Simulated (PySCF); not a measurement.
C$_{2}$H$_{8}$AlNO (SMILES C[N](C)[AlH][OH]), singlet, geometry from GFN2-xTB (such geometries of metal compounds can be far from the true shape); DF-B3LYP/6-311+G(2d,p) run with PySCF.

PySCF was given this input:
```python
from pyscf import gto, scf, dft

mol = gto.Mole()
mol.atom = '''
    Al    0.43123791   -0.88994502    0.43185892
    H     0.13973124   -1.48946914    1.79054644
    O     1.52327931   -1.65374815   -0.52193379
    H     2.15517625   -2.09972623   -1.06832075
    N    -0.46641910    0.61592276    0.00925779
    C    -0.39634520    1.40464196   -1.20319236
    C    -1.39831753    1.15627105    0.97633592
    H    -1.37304566    1.45615585   -1.70141772
    H    -0.07106791    2.43143590   -0.99173348
    H     0.31929610    0.94594500   -1.88573684
    H    -1.11512297    2.17095045    1.28274336
    H    -2.41774357    1.19518885    0.57270872
    H    -1.39664077    0.51185247    1.85884879
'''
mol.basis = '6-311+g(2d,p)'
mol.verbose = 4
mol.max_memory = 1800
mol.build()

mf = dft.RKS(mol)
mf.xc = 'b3lyp'
mf = mf.density_fit(auxbasis='def2-universal-jkfit')
mf.kernel()
```

What does PySCF print? Leave out banner, timings and long lists.


```
PySCF version 2.14.0

[INPUT] verbose = 4
[INPUT] num. atoms = 13
[INPUT] num. electrons = 48
[INPUT] charge = 0
[INPUT] spin (= nelec alpha-beta = 2S) = 0
[INPUT] symmetry False subgroup None
[INPUT] Mole.unit = angstrom
[INPUT] Symbol           X                Y                Z      unit          X                Y                Z       unit  Magmom
[INPUT]  1 Al     0.431237910000  -0.889945020000   0.431858920000 AA    0.814921544430  -1.681752353721   0.816095083250 Bohr   0.0
[INPUT]  2 H      0.139731240000  -1.489469140000   1.790546440000 AA    0.264053774646  -2.814688745591   3.383642384915 Bohr   0.0
[INPUT]  3 O      1.523279310000  -1.653748150000  -0.521933790000 AA    2.878580707116  -3.125131082506  -0.986311918256 Bohr   0.0
[INPUT]  4 H      2.155176250000  -2.099726230000  -1.068320750000 AA    4.072692862667  -3.967907511266  -2.018833630690 Bohr   0.0
[INPUT]  5 N     -0.466419100000   0.615922760000   0.009257790000 AA   -0.881404358266   1.163925330286   0.017494687619 Bohr   0.0
[INPUT]  6 C     -0.396345200000   1.404641960000  -1.203192360000 AA   -0.748983878786   2.654388607472  -2.273704035569 Bohr   0.0
[INPUT]  7 C     -1.398317530000   1.156271050000   0.976335920000 AA   -2.642437166878   2.185035610263   1.845007494375 Bohr   0.0
[INPUT]  8 H     -1.373045660000   1.456155850000  -1.701417720000 AA   -2.594680253923   2.751735751183  -3.215213514282 Bohr   0.0
[INPUT]  9 H     -0.071067910000   2.431435900000  -0.991733480000 AA   -0.134298886145   4.594747940435  -1.874104665762 Bohr   0.0
[INPUT] 10 H      0.319296100000   0.945945000000  -1.885736840000 AA    0.603382181642   1.787576978902  -3.563526170603 Bohr   0.0
[INPUT] 11 H     -1.115122970000   2.170950450000   1.282743360000 AA   -2.107277008512   4.102501780501   2.424033638504 Bohr   0.0
[INPUT] 12 H     -2.417743570000   1.195188850000   0.572708720000 AA   -4.568873186728   2.258579593634   1.082262629950 Bohr   0.0
[INPUT] 13 H     -1.396640770000   0.511852470000   1.858848790000 AA   -2.639268549702   0.967260984482   3.512715120079 Bohr   0.0

nuclear repulsion = 226.649646854179
number of shells = 91
number of NR pGTOs = 278
number of NR cGTOs = 191
basis = 6-311+g(2d,p)
ecp = {}

******** <class 'pyscf.df.df_jk.DFRKS'> ********
method = DFRKS
initial guess = minao
damping factor = 0
level_shift factor = 0
DIIS = <class 'pyscf.scf.diis.CDIIS'>
diis_start_cycle = 1
diis_space = 8
diis_damp = 0
SCF conv_tol = 1e-09
SCF conv_tol_grad = None
SCF max_cycles = 50
direct_scf = False
XC library pyscf.dft.libxc version 7.1.2
    S. Lehtola, C. Steigemann, M. J. T. Oliveira, and M. A. L. Marques,  SoftwareX 7, 1–5 (2018)
XC functionals = b3lyp
    P. J. Stephens, F. J. Devlin, C. F. Chabalowski, and M. J. Frisch,  J. Phys. Chem. 98, 11623 (1994)
radial grids:
    Treutler-Ahlrichs [JCP 102, 346 (1995); DOI:10.1063/1.469408] (M4) radial grids

becke partition: Becke, JCP 88, 2547 (1988); DOI:10.1063/1.454033
pruning grids: <function nwchem_prune>
grids dens level: 3
symmetrized grids: False
atomic radii adjust function: <function treutler_atomic_radii_adjust>
small_rho_cutoff = 0
Set gradient conv threshold to 3.16228e-05
Initial guess from minao.
tot grids = 153864
******** <class 'pyscf.df.df.DF'> ********
auxbasis = def2-universal-jkfit
init E= -453.784020669372
  HOMO = -0.271594778471439  LUMO = -0.0634467952986539  gap/eV = 5.66400
cycle= 1 E= -453.427995870439  delta_E= 0.356  |g|= 0.962  |ddm|= 2.81
  HOMO = -0.112676703421611  LUMO = 0.0086945535394331  gap/eV = 3.30268
cycle= 2 E= -452.97673095713  delta_E= 0.451  |g|= 1.77  |ddm|= 1.61
  HOMO = -0.214246331217609  LUMO = -0.0208369652579602  gap/eV = 5.26294
cycle= 3 E= -453.598424813638  delta_E= -0.622  |g|= 0.127  |ddm|= 1.15
  HOMO = -0.228264228992188  LUMO = -0.0164100535489249  gap/eV = 5.76485
cycle= 4 E= -453.600605105426  delta_E= -0.00218  |g|= 0.0785  |ddm|= 0.123
  HOMO = -0.216845934690134  LUMO = -0.0156701474158103  gap/eV = 5.47427
cycle= 5 E= -453.601927669812  delta_E= -0.00132  |g|= 0.0247  |ddm|= 0.066
  HOMO = -0.219417870839244  LUMO = -0.0156123951265145  gap/eV = 5.54583
cycle= 6 E= -453.602047222603  delta_E= -0.00012  |g|= 0.00724  |ddm|= 0.0181
  HOMO = -0.219082902437314  LUMO = -0.0157062015863317  gap/eV = 5.53416
cycle= 7 E= -453.602057308447  delta_E= -1.01e-05  |g|= 0.00106  |ddm|= 0.0041
  HOMO = -0.219100611756467  LUMO = -0.0157809150680849  gap/eV = 5.53261
cycle= 8 E= -453.602057567177  delta_E= -2.59e-07  |g|= 0.000241  |ddm|= 0.00111
  HOMO = -0.219084282094983  LUMO = -0.0157670656823334  gap/eV = 5.53254
cycle= 9 E= -453.602057582585  delta_E= -1.54e-08  |g|= 4.44e-05  |ddm|= 0.000308
  HOMO = -0.219090094253694  LUMO = -0.0157671314786713  gap/eV = 5.53270
cycle= 10 E= -453.602057582927  delta_E= -3.42e-10  |g|= 1.1e-05  |ddm|= 3.71e-05
  HOMO = -0.219091061349616  LUMO = -0.0157670665370742  gap/eV = 5.53273
Extra cycle  E= -453.602057582912  delta_E= 1.56e-11  |g|= 1.45e-05  |ddm|= 1.65e-05
converged SCF energy = -453.602057582912
```
